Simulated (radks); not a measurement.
Removal energies from the hafnium ion Hf4+, [Xe] 4f14, by Delta-SCF beside the eigenvalue of the level emptied. All-electron calculation, scalar-relativistic Kohn-Sham, BLYP, spin-polarised, spherical densities, finite nucleus; Fermi nuclear charge, rms radius of each element as measured or else 0.836 A^(1/3) + 0.57 fm. Program: a radial shooting solver on a logarithmic mesh with Libxc functionals. Open shells are filled with parallel spins first.

removed from	final configuration	Delta-SCF (eV)	-eigenvalue (eV)
4f	[Xe] 4f13	69.278	57.718
5p	[Kr] 4d10 4f14 5s2 5p5	83.364	75.549
5s	[Kr] 4d10 4f14 5s1 5p6	116.35	107.67
4d	[Kr] 4d9 4f14 5s2 5p6	259.99	247.59
